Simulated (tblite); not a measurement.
Compound: C2H7NSi2.
Atom-mapped SMILES: `[CH:1]#[C:2][Si@@H:3]([NH2:4])[SiH3:5]` (hydrogens: H6 on C1; H7 on Si3; H8, H9 on N4; H10, H11, H12 on Si5)

Computed with GFN2-xTB (tblite), gas phase: L-BFGS steps from a force-field or distance-geometry start until the largest atomic force falls under 0.01 eV/Å.

Step 10: E = -385.0411 eV
```
atom  x, y, z in Å  |  force x, y, z in eV/Å
C1     -1.7211    2.1788   -0.3179   -0.089   0.221  -0.039
C2     -1.1023    1.2462    0.1178    0.125  -0.139   0.072
Si3    -0.1917   -0.3148    0.5773    0.124   0.103  -0.154
N4     -1.0433   -1.6563   -0.1123    0.200  -0.072   0.023
Si5     2.0260   -0.1364   -0.1063   -0.282  -0.040   0.006
H6     -2.2476    3.0243   -0.6600   -0.012  -0.003   0.001
H7     -0.3559   -0.4950    2.0200   -0.071  -0.015   0.129
H8     -1.9324   -1.9270    0.2729   -0.031   0.020   0.031
H9     -1.0775   -1.7324   -1.1140    0.003  -0.051  -0.087
H10     2.6565    0.9165    0.6952    0.043   0.002  -0.006
H11     2.1876    0.2570   -1.5143    0.005  -0.065   0.072
H12     2.8027   -1.3616    0.1154   -0.016   0.038  -0.049
```

Step 11: E = -385.0466 eV
```
atom  x, y, z in Å  |  force x, y, z in eV/Å
C1     -1.7222    2.1861   -0.3151   -0.037   0.132  -0.009
C2     -1.0995    1.2575    0.1267    0.046  -0.097   0.009
Si3    -0.2003   -0.3135    0.5774    0.133   0.099  -0.094
N4     -1.0383   -1.6641   -0.1132    0.161  -0.011   0.047
Si5     2.0143   -0.1391   -0.1049   -0.143  -0.024  -0.013
H6     -2.2513    3.0277   -0.6637    0.002  -0.005   0.016
H7     -0.3691   -0.4961    2.0220   -0.061  -0.011   0.082
H8     -1.9288   -1.9287    0.2766    0.007   0.010  -0.035
H9     -1.0707   -1.7385   -1.1161   -0.023  -0.059  -0.037
H10     2.6621    0.9113    0.6878    0.005   0.001   0.007
H11     2.1963    0.2521   -1.5111   -0.037  -0.057   0.056
H12     2.8086   -1.3556    0.1074   -0.054   0.022  -0.030
```

Step 12: E = -385.0491 eV
```
atom  x, y, z in Å  |  force x, y, z in eV/Å
C1     -1.7215    2.1893   -0.3138    0.005   0.053   0.018
C2     -1.0975    1.2600    0.1270   -0.013  -0.036  -0.026
Si3    -0.2016   -0.3128    0.5756    0.077   0.063  -0.006
N4     -1.0312   -1.6707   -0.1138    0.092   0.018   0.032
Si5     2.0054   -0.1399   -0.1034   -0.008  -0.003  -0.013
H6     -2.2528    3.0284   -0.6641    0.003   0.008   0.018
H7     -0.3713   -0.4960    2.0241   -0.056  -0.002   0.015
H8     -1.9258   -1.9249    0.2781    0.055   0.006  -0.070
H9     -1.0698   -1.7400   -1.1185   -0.018  -0.058   0.024
H10     2.6632    0.9092    0.6857   -0.021  -0.011   0.002
H11     2.1969    0.2489   -1.5075   -0.051  -0.044   0.025
H12     2.8071   -1.3521    0.1046   -0.064   0.006  -0.019
```

Step 13: E = -385.0502 eV
```
atom  x, y, z in Å  |  force x, y, z in eV/Å
C1     -1.7205    2.1903   -0.3132    0.030   0.004   0.034
C2     -1.0971    1.2588    0.1247   -0.043   0.012  -0.040
Si3    -0.1998   -0.3119    0.5744    0.020   0.028   0.043
N4     -1.0262   -1.6735   -0.1137    0.049   0.025   0.013
Si5     2.0018   -0.1399   -0.1027    0.054   0.010  -0.005
H6     -2.2530    3.0283   -0.6633   -0.002   0.021   0.015
H7     -0.3705   -0.4957    2.0251   -0.052   0.005  -0.023
H8     -1.9235   -1.9216    0.2773    0.075   0.004  -0.066
H9     -1.0710   -1.7404   -1.1192    0.002  -0.051   0.049
H10     2.6624    0.9087    0.6858   -0.027  -0.015  -0.001
H11     2.1946    0.2471   -1.5053   -0.049  -0.033  -0.004
H12     2.8038   -1.3510    0.1041   -0.056  -0.010  -0.014
```

Task: Estimate the geometry and energy of step 14. (The exact step hangs on the optimiser's Hessian estimate; all steps are aligned on step 13, rigid shifts and turns removed.)

Result: E = -385.0512 eV, largest force 0.087 eV/Å
```
atom  x, y, z in Å  |  force x, y, z in eV/Å
C1     -1.7195    2.1920   -0.3122    0.040  -0.025   0.039
C2     -1.0975    1.2580    0.1228   -0.055   0.042  -0.044
Si3    -0.1976   -0.3102    0.5742   -0.030  -0.002   0.068
N4     -1.0212   -1.6745   -0.1132    0.016   0.019  -0.008
Si5     2.0001   -0.1398   -0.1024    0.077   0.019   0.005
H6     -2.2532    3.0289   -0.6624   -0.004   0.029   0.014
H7     -0.3720   -0.4955    2.0256   -0.046   0.011  -0.043
H8     -1.9205   -1.9198    0.2752    0.078   0.004  -0.039
H9     -1.0716   -1.7423   -1.1186    0.032  -0.038   0.051
H10     2.6614    0.9080    0.6858   -0.023  -0.010   0.001
H11     2.1922    0.2450   -1.5040   -0.044  -0.021  -0.034
H12     2.8005   -1.3505    0.1032   -0.042  -0.030  -0.008
```

The energy changes by -0.0010 eV. The first-order estimate −F·Δx gives -0.0014 eV and the mean of the old and new forces, exact on a quadratic surface, -0.0010 eV. The step makes an angle of 47° with the force vector and moves no atom by more than 0.005 Å.

What follows is the cost of the whole relaxation. The run took 0.53 s of wall time on one thread, Arm Neoverse N1 (aarch64), shared host with 64 logical CPUs at a one-minute load of 61.
